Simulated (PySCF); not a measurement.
C2H9BrSi2, SMILES CC[SiH2][SiH2]Br, GFN2-xTB optimised geometry.

```
14

C      2.36    -1.49    -0.18
C      0.84    -1.39    -0.17
Si     0.24     0.40     0.00
Si    -2.07     0.40     0.00
Br    -2.78     2.52     0.00
H      2.78    -1.09     0.75
H      2.78    -0.92    -1.01
H      2.69    -2.52    -0.28
H      0.45    -2.00     0.65
H      0.45    -1.83    -1.09
H      0.77     0.98     1.25
H      0.78     1.20    -1.11
H     -2.75    -0.14    -1.17
H     -2.75    -0.14     1.18
```

Density from CAM-B3LYP/def2-TZVP run with PySCF at that geometry.

Minimum of the electron density along straight lines between bonded atoms, close to the bond critical point (lines longer than 1.1 times the sum of covalent radii, or with two minima, are not listed):

| bond | length / Å | ρ at the minimum / e bohr⁻³ | ∇²ρ there / e bohr⁻⁵ | position (fraction from the first atom) |
|---|---|---|---|---|
| C1–C2 | 1.522 | 0.245 | [?] | 0.50 |
| C2–Si3 | 1.900 | 0.119 | 0.13 | 0.61 |
| Si3–Si4 | 2.310 | [?] | -0.16 | 0.37 |
| Si4–Br5 | 2.234 | [?] | 0.08 | 0.35 |
| C1–H6 | 1.088 | 0.281 | -0.97 | 0.64 |
| C1–H7 | 1.088 | 0.281 | -0.97 | 0.64 |
| C1–H8 | 1.089 | 0.280 | -0.97 | 0.64 |
| C2–H9 | 1.093 | 0.275 | -0.92 | 0.64 |
| C2–H10 | 1.093 | 0.275 | -0.92 | 0.64 |
| Si3–H11 | 1.470 | 0.124 | 0.17 | 0.49 |
| Si3–H12 | 1.470 | 0.124 | 0.17 | 0.49 |
| Si4–H13 | 1.462 | 0.127 | 0.17 | 0.49 |
| Si4–H14 | 1.462 | 0.127 | 0.17 | 0.49 |

### Question
Fill in the missing entries.

### Answer

- C1–C2, ∇²ρ there / e bohr⁻⁵: -0.60
- Si3–Si4, ρ at the minimum / e bohr⁻³: 0.100
- Si4–Br5, ρ at the minimum / e bohr⁻³: 0.086
